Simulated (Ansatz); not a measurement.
This geometry of C3H8BN (13 atoms, charge 0, multiplicity 1) is a first-order saddle point.

Method: RKS PBE0-D4/def2-SVP (Ansatz).

```xyz
13
Properties=species:S:1:pos:R:3
B -1.402 0.886 0.146
C -0.361 -0.242 0.336
C -0.391 -0.957 1.480
C 0.672 -0.519 -0.728
N 1.611 0.585 -0.873
H -2.242 1.075 0.996
H -1.407 1.581 -0.847
H 0.323 -1.765 1.682
H -1.142 -0.758 2.251
H 0.127 -0.718 -1.672
H 1.214 -1.453 -0.488
H 1.263 1.425 -0.417
H 1.756 0.825 -1.850
```

Task: Which two structures does it join? (They come from a converged band through this point; their orientation in space is the band's.)

Result: No bond is made or broken. The dihedral C2–C4–N5–H12 goes from -68 to 53°.

Image 0:

```xyz
13
Properties=species:S:1:pos:R:3
B -1.233 1.028 0.478
C -0.334 -0.227 0.409
C -0.447 -1.132 1.402
C 0.616 -0.445 -0.746
N 1.411 0.744 -0.996
H -1.937 1.206 1.446
H -1.279 1.835 -0.427
H 0.140 -2.059 1.422
H -1.144 -0.976 2.231
H 0.016 -0.781 -1.621
H 1.298 -1.279 -0.509
H 0.815 1.490 -1.348
H 2.098 0.561 -1.724
```

Image 6:

```xyz
13
Properties=species:S:1:pos:R:3
B -1.365 0.925 0.121
C -0.367 -0.242 0.299
C -0.421 -0.959 1.442
C 0.663 -0.546 -0.771
N 1.540 0.559 -1.102
H -2.170 1.168 0.991
H -1.378 1.599 -0.886
H 0.252 -1.805 1.634
H -1.146 -0.722 2.227
H 0.145 -0.854 -1.695
H 1.277 -1.412 -0.468
H 1.979 0.929 -0.261
H 1.012 1.325 -1.515
```

Task: How far does it lie above each of them?

Result: 0.048 eV above the first and 0.138 eV above the second. This is the barrier of this one path; another mechanism may lie lower.

Time of the run: 3.2 min on 2 threads of Arm Neoverse V1, with other jobs on the host, peak memory 0.24 GiB.
